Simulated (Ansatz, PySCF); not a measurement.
Energy difference R1 → 2 P1 + P2, each structure at its B3LYP-D3(BJ)/def2-TZVP stationary point, reached from a drawn start (curvature not checked).
R1: SO2 (SMILES O=[S+][O-]), charge 0, multiplicity 1.
P1: O atom, charge 0, multiplicity 3.
P2: S atom, charge 0, multiplicity 3.

| level | reaction energy (kJ/mol) | minus CCSD(T)/cc-pV(Q+d)Z |
|---|---|---|
| HF/cc-pV(D+d)Z | 334.9 | -716.7 |
| HF/cc-pV(T+d)Z | 442.8 | -608.8 |
| PBE/def2-TZVPP | 1164.7 | 113.1 |
| BLYP/def2-TZVPP | 1105.2 | 53.7 |
| B97M-V/def2-TZVPP | 1072.3 | 20.8 |
| B3LYP/def2-TZVPP | 1043.6 | -8.0 |
| BHLYP/def2-TZVPP | 904.5 | -147.1 |
| M06-2X/def2-TZVPP | 1049.1 | -2.5 |
| wB97X-V/def2-TZVPP | 1065.4 | 13.8 |
| wB97M-V/def2-TZVPP | 1074.0 | 22.4 |
| B2PLYP/def2-TZVPP | 1056.5 | 4.9 |
| MP2/cc-pV(T+d)Z | 1113.5 | 61.9 |
| SCS-MP2/cc-pV(D+d)Z | 900.6 | -151.0 |
| SCS-MP2/cc-pV(T+d)Z | 1070.0 | 18.5 |
| CCSD/cc-pV(D+d)Z | 805.7 | -245.8 |
| CCSD/cc-pV(T+d)Z | 948.0 | -103.6 |
| CCSD/cc-pV(Q+d)Z | 986.7 | -64.9 |
| CCSD(T)/cc-pV(D+d)Z | 852.7 | -198.9 |
| CCSD(T)/cc-pV(T+d)Z | 1009.1 | -42.5 |
| CCSD(T)/cc-pV(Q+d)Z | 1051.6 | 0.0 |

 The comparison column counts from a level with limits of its own.

P less R. No zero-point or thermal terms; singlets are restricted closed shells; open shells are unrestricted; no spin–orbit coupling.

Frozen-core correlation throughout.

Run with Ansatz (a quantum-chemistry and plane-wave program); PySCF for M06-2X. All values are computed, each at the level named.
